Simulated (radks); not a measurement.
Values are calculated unless marked as measured or tabulated.
Species: Co4+. Configuration: [Ar] 3d5 (the NIST ground configuration).

Level of theory: scalar-relativistic Kohn-Sham, BLYP, spin-polarised, spherical densities, point nucleus; open shells are filled with parallel spins first (a radial shooting solver on a logarithmic mesh with Libxc functionals).

Energy parts (eV):
| part | energy |
|---|---|
| total | -37809.065 |
| kinetic | 38303.744 |
| electron-nucleus | -89162.363 |
| Hartree | 14633.229 |
| exchange-correlation | -1583.674 |

Orbitals (lengths in bohr, moments of r in powers of bohr):
1s down: occ. 1; eigenvalue (eV) -7657.105; <1/r> 27.03; <r^2> 0.004247
1s up: occ. 1; eigenvalue (eV) -7657.101; <1/r> 27.03; <r^2> 0.004247
2s up: occ. 1; eigenvalue (eV) -963.0077; <1/r> 5.807; <r^2> 0.07722
2s down: occ. 1; eigenvalue (eV) -959.9103; <1/r> 5.820; <r^2> 0.07688
2p up: occ. 3; eigenvalue (eV) -833.7433; <1/r> 5.700; <r^2> 0.06232
2p down: occ. 3; eigenvalue (eV) -831.3902; <1/r> 5.712; <r^2> 0.06196
3s up: occ. 1; eigenvalue (eV) -164.6843; <1/r> 1.870; <r^2> 0.6623
3s down: occ. 1; eigenvalue (eV) -158.1837; <1/r> 1.856; <r^2> 0.6715
3p up: occ. 3; eigenvalue (eV) -127.4528; <1/r> 1.741; <r^2> 0.7294
3p down: occ. 3; eigenvalue (eV) -121.1135; <1/r> 1.722; <r^2> 0.7457
3d up: occ. 5; eigenvalue (eV) -68.0946; <1/r> 1.463; <r^2> 0.9352
3d down: occ. 0; eigenvalue (eV) -62.0554; <1/r> 1.426; <r^2> 1.016

The highest occupied level is 3d up at -68.095 eV. Summed over all electrons, <r^2> = 10.97 bohr^2, which gives a Langevin (diamagnetic) susceptibility term of -8.69 x 10^-6 cm^3/mol. Spin moment in Bohr magnetons: 5. For comparison, the ionisation energy in NIST's Atomic Spectra Database is 79.5 eV (semi-empirical). In exact Kohn-Sham theory the highest level is minus the ionisation energy, but local and semilocal functionals leave it too shallow, through self-interaction and a potential that decays too fast; potentials with the right tail come closer.
